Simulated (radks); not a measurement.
Values are calculated unless marked as measured or tabulated.
Dipole-allowed excitations along the series with 28 electrons in [Ar] 3d10. Level of theory: non-relativistic Kohn-Sham, exchange-only LDA, spin-polarised, spherical densities, point nucleus (a radial shooting solver on a logarithmic mesh with Libxc functionals). Time-dependent linear response with the Hartree and adiabatic exchange-only LDA kernel, continuum included through the Sternheimer equations. Lines are the poles of the dipole polarisability below minus the highest occupied eigenvalue, found on a grid refined at the orbital gaps; the lowest seven at most are given, and weak or close lines can be missed. The first line takes the name of the lowest orbital gap if no other gap lies below it; otherwise a line is named after a gap within 0.6 % of it, if that gap stands alone.

| species | -e(HOMO) (eV) | lowest orbital gap (eV) | first line (eV) | f | strongest line (eV) | its f | static alpha (bohr^3) |
|---|---|---|---|---|---|---|---|
| Ru16+ | 643.92 | 3d-4p 295.73 | 298.07 (3d-4p) | 0.452 | 414.11 (unassigned) | 3.70 | 0.04276 |
| Rh17+ | 711.65 | 3d-4p 326.19 | 328.64 (3d-4p) | 0.444 | 452.32 (unassigned) | 3.99 | 0.03676 |
| Pd18+ | 782.46 | 3d-4p 357.99 | 360.57 (3d-4p) | 0.436 | 491.80 (unassigned) | 4.29 | 0.03181 |
| Ag19+ | 856.36 | 3d-4p 391.14 | 393.83 (3d-4p) | 0.428 | 532.37 (unassigned) | 4.39 | 0.02769 |
| Cd20+ | 933.32 | 3d-4p 425.63 | 428.44 (3d-4p) | 0.421 | 573.29 (unassigned) | 2.93 | 0.02424 |
| In21+ | 1013.3 | 3d-4p 461.46 | 464.39 (3d-4p) | 0.415 | 619.39 (unassigned) | 3.30 | 0.02133 |
